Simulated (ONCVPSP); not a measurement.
## PW91 ONCV dataset for Co, scalar-relativistic all-electron reference.

ONCVPSP 4.0.1 input, shortened (lines: element, Z, core and valence counts, functional; n l f; lmax; l rc ep ncon nbas qcut; lloc lpopt rc5 dvloc0; l nproj debl; icmod fcfact rcfact), PW91, scalar-relativistic:

```
  Co 27.00    3    4  -109134      upf
    1    0    2.00
    2    0    2.00
    2    1    6.00
    3    0    2.00
    3    1    6.00
    3    2    7.00
    4    0    2.00
    2
    0    1.30    0.00    4    9   11.80
    1    0.75    0.00    3    6   12.60
    2    1.10    0.00    5    9   11.70
    4    5    0.55    6.00
    0    2    1.60
    1    2    2.50
    2    2    1.10
    0    0.00    0.00
```

What the tests gave:

```
Cutoffs needed           : 83 Ha and 226 Ha (the cutoffs (Ha) at which the residual kinetic energy of the hardest occupied pseudo-wave falls to 1 and 0.1 mHa per electron)
Ghost test               : no bound ghost flagged; GHOST(+) flagged for s at 348.4 eV
Largest excitation error : -85 meV (all-electron minus pseudo) for 3s1 3p6 3d7 4s2, out of 4 test configurations
```

Generation and tests took about 3 s on one core of a shared server CPU.
